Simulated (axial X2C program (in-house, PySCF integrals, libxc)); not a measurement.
LiRu at several levels of theory

All values were computed with an axial X2C code built on PySCF integrals. Spin-free means the one-electron spin-free X2C Hamiltonian; two-component (2c) means X2C with spin–orbit coupling and atomic mean-field two-electron Coulomb and Gaunt terms, so the difference of the two also holds small scalar two-electron terms. Basis: Ru dyall-cv3z [12s12p8d5f3g], Li dyall-cv3z [7s8p2d] (cores contracted in-house); Gaussian nuclei, density fitting, unrestricted open shells. Masses: Ru 101.904 u, Li 7.016 u.

State, spin-free: M_S = 3/2, Λ = 0 (beyond evenly filled blocks: σα, δ+α, δ-α); electrons by block: σα: 11, σβ: 10, π+α: 5, π+β: 5, π-α: 5, π-β: 5, δ+α: 2, δ+β: 1, δ-α: 2, δ-β: 1. Fragments: Ru + Li.

State, 2c: Ω = 3/2 (⟨Sz⟩ = 1.49, ⟨Lz⟩ = 0.01 at PBE0); electrons by block: 1/2: 16, -1/2: 15, 3/2: 6, -3/2: 7, 5/2: 2, -5/2: 1. Fragments: Ru + Li.

| Hamiltonian | level | Re (Å) | ωe (cm⁻¹) | Be (cm⁻¹) | αe (cm⁻¹) | De (eV) | k (mdyn/Å) | μ (D) |
| --- | --- | --- | --- | --- | --- | --- | --- | --- |
| spin-free | PBE0 | 2.437 | 371.6 | 0.4325 | 0.00422 | 1.45 | 0.534 | 3.71 |
| spin-free | HF | 2.705 | 243.9 | 0.351 | 0.00625 | 0.177 | 0.23 | 2.29 |
| spin-free | CCSD | 2.451 | 379.3 | 0.4276 | 0.00334 | 1.33 | 0.556 | n/a |
| spin-free | CCSD(T) | 2.434 | 392.1 | 0.4335 | 0.00326 | 1.47 | 0.595 | n/a |
| spin-free | PW91 | 2.391 | 395.6 | 0.4491 | 0.0043 | 1.82 | 0.605 | 3.91 |
| 2c | PBE0 | 2.438 | 371.3 | 0.4321 | 0.00421 | n/a | 0.533 | 3.72 |
| 2c | HF | 2.706 | 244.1 | 0.3507 | 0.00623 | n/a | 0.23 | 2.30 |
| 2c | CCSD | 2.453 | 378.5 | 0.4267 | 0.00329 | n/a | 0.554 | n/a |
| 2c | CCSD(T) | 2.437 | 391.1 | 0.4325 | 0.00321 | n/a | 0.592 | n/a |
| 2c | PW91 | 2.392 | 395.2 | 0.4488 | 0.0043 | n/a | 0.604 | 3.91 |

Correlated methods: 9 electrons correlated (number of frozen shells: Ru 4 s, 3 p, 1 d; Li 1 s), 265 virtual spin orbitals or spinors in MP2, 90 natural virtuals in coupled cluster.

Dipoles are positive if Li is the positive end.

The state is a single determinant with fixed occupations, the lowest that a limited PBE0 search found. De is counted from the lowest determinant-based energies of the atoms at the same level, without counterpoise correction. De is not given where an atomic determinant may have missed its ground term or J level, or where the truncated virtual space spoils (T). Density functionals use the spin component along the axis (collinear). Coupled cluster ran in a truncated set of natural virtual spinors; the MP2 energy of the rest was added. (T) has no such correction and the atoms are truncated less, which lowers De at CCSD(T) by a hundredth of an eV or more. Other states lie close and PBE0, whose exact exchange favours high spin, may order them wrongly; the determinant shown need not be the ground state. The nearest other spin-free determinant of the search, M_S = 3/2, Λ = 2, lies 0.31 eV up at the distance of the search. The functionals have no current-density term, which raises determinants with orbital currents, atoms included. With several unpaired electrons one determinant need not be a pure state. This is the top spin component of a Σ state; components of lower Ω are not single determinants and can lie lower. The determinant is spin-polarised beyond a pure state at some levels (its spin-free form has ⟨S²⟩ too high), which makes Re and μ there less reliable. The T1 diagnostic is large, a sign of multireference character.

No reliable constants came from MP2 (2c), MP2 (spin-free): no minimum in range, unconverged points, a curve that is not smooth, a change of character along it, or the two Hamiltonians disagreeing along it.

Rough cost a point (2c) on 1 thread(s) of a shared host, integrals apart: PBE0 1.2 s, HF 1.1 s, CCSD(T) 4 s, PW91 0.6 s.

The whole task took 3 min on 1 thread of Arm Neoverse V1, on a shared host.
